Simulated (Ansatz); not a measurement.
```yaml
crystal:
  periodic: [false, false, false]
  atoms:
    - {symbol: F, position_ang: [-0.703701, 1.428816, -1.180262]}
    - {symbol: C, position_ang: [0.578083, 0.932700, -0.743333]}
    - {symbol: Sn, position_ang: [0.182064, -0.928943, 0.209147]}
    - {symbol: S, position_ang: [-1.336841, -0.580387, 1.996016]}
    - {symbol: H, position_ang: [1.027938, 1.637749, 0.011829]}
    - {symbol: H, position_ang: [1.256912, 0.847137, -1.576864]}
    - {symbol: H, position_ang: [-0.488146, -2.039363, -0.910660]}
    - {symbol: H, position_ang: [1.641090, -1.598669, 0.937172]}
    - {symbol: H, position_ang: [-2.126786, 0.157731, 1.221572]}
basis:
  gaussian: {orbitals: x2c-TZVPPall}
hamiltonian: {xc: {name: wB97X}, pseudopotentials: {relativity: scalar}}
smearing: {width: 0.1}
```

```sh
$ ansatz run in.yaml --threads 4 --pin off --events-out ev --progress --plain --max-ram 10444MiB
```

(1) How does Ansatz answer? (Best estimate.)

Results:

(1) Computed: The input was rejected before any iteration.
```
Error: YAML parse error: error: line 16 column 1: unknown field `smearing`, expected one of crystal, accuracy, basis, kpoints, hamiltonian, magnetization, projection, total_charge, correlation, batch, efield, external_charges, scf, relax, neb, saddle, md, ramp, phonons, dielectric, real_time, elastic, magnetic_configurations, gw, evaluate, workflow, output, checkpoint, execution
14 |   gaussian: {orbitals: x2c-TZVPPall}
15 | hamiltonian: {xc: {name: wB97X}, pseudopotentials: {relativity: s…
16 | smearing: {width: 0.1}
```
